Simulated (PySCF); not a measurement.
**Dipole response of Zr+ (zirconium, charge +1)**

[Kr] 4d2 5s1, high-spin 4F determinant. Computed with PySCF 2.14 in aug-cc-pwCVTZ-PP with ECP28MDF, with scalar relativity through the core potential. Coupled (time-dependent) response in atomic units; α is the mean over directions.

```tsv
method	mean α (bohr³)	C₆ (like pair)	S(−4)
HSE06	58.70	499.9	2162
```

S(−4) is the Cauchy moment in α(ω) = α(0) + S(−4) ω² + …

Spin-orbit coupling is absent.

α(iu) at HSE06:

| u (hartree) | α(iu) (bohr³) |
| --- | --- |
| 0 | 58.70 |
| 0.0500 | 53.83 |
| 0.100 | 43.60 |
| 0.200 | 26.62 |
| 0.300 | 17.76 |
| 0.500 | 10.22 |
| 0.750 | 6.518 |
| 1.00 | 4.667 |
| 1.50 | 2.783 |
| 2.00 | 1.843 |
| 3.00 | 0.9626 |
| 5.00 | 0.3884 |

A single London oscillator, α(iu) = α/(1 + u²/ω²), gives C₆ = (3/4) ω α². Matching the computed C₆ needs ω = 4 × 499.9 / (3 × 58.70²) = 0.193 hartree.

For an ion, C₆ is the dispersion term alone; charge-induced terms of lower order in 1/R come first.

Energies and moments cover only the electrons outside the core potential.
